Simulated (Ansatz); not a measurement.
Species: CHCl, charge 0, multiplicity 1. SMILES: [CH]Cl
Geometry: optimised at B3LYP-D3(BJ)/def2-TZVP (Ansatz, a first-principles code).

Wanted: vertical triplet-singlet gap (E(triplet) - E(singlet); each state is the SCF solution reached for its spin; for the singlet the Hartree-Fock reference is unstable and T1 is 0.021), in eV. Correlated levels leave the core frozen unless marked. Open shells are spin-unrestricted. No spin-orbit coupling. Non-relativistic. CBS marks a two-point X^-3 extrapolation of the correlation energy; Hartree-Fock from the larger set.

| level | program | vertical triplet-singlet gap (eV) |
|---|---|---|
| SCS-MP2/aug-cc-pV(Q+d)Z | Ansatz | 0.74 |
| CCSD(T)/CBS(aug-cc-pV(T+d)Z,aug-cc-pV(Q+d)Z) | Ansatz | ? |

Some entries are withheld; supply them.


- CCSD(T)/CBS(aug-cc-pV(T+d)Z,aug-cc-pV(Q+d)Z), vertical triplet-singlet gap (eV): 0.62
